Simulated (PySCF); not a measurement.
C2H9FOSi2, SMILES C[Si](C)(F)O[SiH3].

Coordinates come from a PBE-D3(BJ)/def2-SVP optimisation. One conformer was computed; it need not be the lowest.

All values below come from PBE-D3(BJ)/def2-SVP in PySCF.

Frequencies are harmonic and unscaled.

| mode | ν (cm⁻¹) | IR (km/mol) | moving atoms (share of kinetic energy) |
|---|---|---|---|
| 1 | 28 | 1.5 | H 37 %, O 20 %, Si 18 %, F 16 %, C 10 % |
| 2 | 48 | 0.4 | H 77 %, O 9 % |
| 3 | 73 | 0.9 | Si 31 %, H 22 %, O 18 %, C 17 %, F 13 % |
| 4 | 127 | 0.0 | H 99 % |
| 5 | 147 | 0.1 | H 97 % |
| 6 | 182 | 0.2 | C 45 %, H 35 %, Si 9 % |
| 7 | 195 | 0.3 | F 27 %, C 27 %, H 24 %, O 18 % |
| 8 | 228 | 2.8 | H 31 %, C 21 %, F 20 %, Si 19 %, O 9 % |
| 9 | 300 | 22.9 | Si 22 %, F 21 %, C 21 %, H 19 %, O 17 % |
| 10 | 319 | 21.9 | O 33 %, F 28 %, Si 19 %, H 11 %, C 9 % |
| 11 | 549 | 1.2 | Si 31 %, C 26 %, H 19 %, O 17 % |
| 12 | 665 | 5.7 | C 36 %, H 34 %, Si 24 % |
| 13 | 672 | 0.6 | H 64 %, C 29 % |
| 14 | 700 | 38.1 | H 80 %, Si 10 % |
| 15 | 711 | 35.3 | H 78 %, Si 10 %, O 9 % |
| 16 | 723 | 3.6 | H 75 %, C 19 % |
| 17 | 763 | 5.4 | H 52 %, F 25 %, C 19 % |
| 18 | 798 | 161.4 | Si 44 %, H 30 %, C 24 % |
| 19 | 827 | 159.9 | H 58 %, C 21 %, Si 18 % |
| 20 | 894 | 111.0 | Si 43 %, F 28 %, H 22 % |
| 21 | 914 | 97.8 | H 94 % |
| 22 | 918 | 77.5 | H 95 % |
| 23 | 958 | 432.2 | H 75 %, Si 18 % |
| 24 | 1049 | 390.0 | O 71 %, Si 18 %, H 11 % |
| 25 | 1225 | 54.1 | H 75 %, C 24 % |
| 26 | 1227 | 38.1 | H 77 %, C 22 % |
| 27 | 1373 | 0.2 | H 96 % |
| 28 | 1375 | 1.2 | H 96 % |
| 29 | 1383 | 2.4 | H 96 % |
| 30 | 1386 | 9.4 | H 96 % |
| 31 | 2149 | 103.8 | H 97 % |
| 32 | 2173 | 115.4 | H 97 % |
| 33 | 2182 | 122.1 | H 96 % |
| 34 | 2979 | 0.5 | H 97 % |
| 35 | 2983 | 0.4 | H 97 % |
| 36 | 3080 | 1.4 | H 91 %, C 9 % |
| 37 | 3081 | 2.3 | H 91 %, C 9 % |
| 38 | 3083 | 4.0 | H 91 %, C 9 % |
| 39 | 3087 | 1.7 | H 91 %, C 9 % |
